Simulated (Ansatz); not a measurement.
`O=C=[N][Ga]([Cl])[Cl]` + H₂O → `[OH][Ga]([Cl])[Cl]` + `N=C=O` at 600 K and 1 bar (formal hydrolysis of a Ga–N bond).

Gas-phase electronic energies from Ansatz, PBE0-D4/def2-TZVP geometries. CCSD(T)/CBS is the MP2 limit (def2-TZVPP, def2-QZVPP) plus CCSD(T) − MP2 in def2-TZVPP, frozen cores. This one scheme is used for every species. For Ga outer-core shells are correlated without core-valence functions, which leaves a few kJ/mol of doubt a bond. Scalar relativity is left out up to krypton. One conformer a species, not always the lowest.

```csv
species,CCSD(T)/CBS energy (Eh),H − E (kJ/mol),S (J/(mol·K))
`O=C=[N][Ga]([Cl])[Cl]`,-3011.56329,97.1,459.8
H₂O,-76.37941,76.8,212.8
`[OH][Ga]([Cl])[Cl]`,-2919.41483,87.4,396.5
`N=C=O`,-168.51995,83.3,274.5
```

H − E and S are ideal-gas, rigid-rotor, harmonic terms from PBE0-D4/def2-TZVP, for one conformer and one mirror image of each species. 1 Eh = 2625.50 kJ/mol, R = 8.31446 J/(mol·K).

Q: By hand: ΔE, ΔH, ΔS and ΔG.

A: ΔE = (-2919.41483) + (-168.51995) − (-3011.56329) − (-76.37941) = 0.00792 Eh = 20.8 kJ/mol. Δ(H − E) = 87.4 + 83.3 − 97.1 − 76.8 = -3.2, so ΔH = 17.6 kJ/mol. ΔS = 396.5 + 274.5 − 459.8 − 212.8 = -1.6 J/(mol·K). ΔG = 17.6 − 600 × (-1.6)/1000 = 18.6 kJ/mol.

Q: By hand: the equilibrium constant, and the temperature at which ΔG would vanish if ΔH and ΔS stayed fixed.

A: log₁₀ K = −ΔG/(RT ln 10) = -1.6. ΔH and −TΔS have one sign here, so there is no such temperature.

The number of gas molecules stays the same, so ΔS is small and ΔH decides. A doubt of 5 kJ/mol in ΔE shifts log₁₀ K by 0.4 here. Other conformers and mirror images would add mixing entropy, several J/(mol·K) or more a flexible species. Modes under 60 cm⁻¹, often nearly free rotors, make the harmonic entropy too high. These are equilibria of isolated gas molecules and say nothing of rates. Largest T1 diagnostic: 0.018 (customary marks: 0.02 for closed shells, 0.045 for open ones).

ΔS is within the doubt of such terms, so its sign, and with it that verdict, could turn.
